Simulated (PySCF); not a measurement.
Atom-mapped SMILES (the numbers label the heavy atoms): `[F:1][B:2]1[O:3][CH2:4][CH2:5][O:6]1`; H(Xn) means a hydrogen on atom n.

One computed conformer, no relativistic terms, equivalent nuclei averaged, gas phase. Shielding tensors at KT2/pcSseg-2 (GIAO); PBE0-D3(BJ)/def2-SVP geometry; PySCF 2.14.

Chemical shifts δ = σref − σ; TMS for ¹³C (182.28 ppm) and ¹H (31.18 ppm); CFCl3 for ¹⁹F (136.34 ppm); ¹¹B (98.29 ppm) against BF3·OEt2; H2O for ¹⁷O (324.36 ppm), all at this level.

| atoms | nucleus | count | δ (ppm) |
| --- | --- | --- | --- |
| F1 | ¹⁹F | 1 | -195.8 |
| O3/O6 | ¹⁷O | 2 | 92.4 |
| B2 | ¹¹B | 1 | ? |
| C4/C5 | ¹³C | 2 | ? |
| H(C4)/H(C5) | ¹H | 4 | 4.34 |

Q: Estimate the values marked ?.

A: 
- C4/C5: 69.7 ppm, sp3 CH2 bonded to O; pulled downfield by the heteroatom
- B2: 18.3 ppm, boron bonded to F, 2 O, in a 5-membered ring

Shifts are as computed. Against solution values, carbons near 30 ppm lie about +3 ppm off and those near 130 ppm about -1 ppm. Of 1211 compounds with measured shifts, 218 miss one by over three times the rms of a fit or turn the order of signals round; such compounds aren't used in these exercises. Unscaled 19F shifts against computed CFCl3 carry errors that often reach 10 to 50 ppm. Experimental scales use liquid or dissolved standards, which lie at an offset from isolated H2O (liquid H2O: subtract about 36 ppm).
